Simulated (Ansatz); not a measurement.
`O[SiH2][SiH](O)S`, charge 0, multiplicity 1.

Question: Give a relaxed structure at PBE0-D4/def2-TZVP (Ansatz 0.2.0). (An estimate is asked.)

Answer: The calculation gave: 
Z-matrix (Å, degrees):
```
Si
Si 1 2.344
O 1 1.655 2 107.1
H 1 1.492 2 110.6 3 -122.1
H 1 1.483 2 112.0 3 116.3
S 2 2.140 1 112.2 3 -72.8
O 2 1.656 1 101.7 3 47.7
H 2 1.489 1 117.0 3 169.8
H 3 0.960 1 115.7 2 -49.4
H 6 1.345 2 94.8 1 43.8
H 7 0.960 2 117.4 1 -170.0
```
This is one stationary point; other conformers may exist.
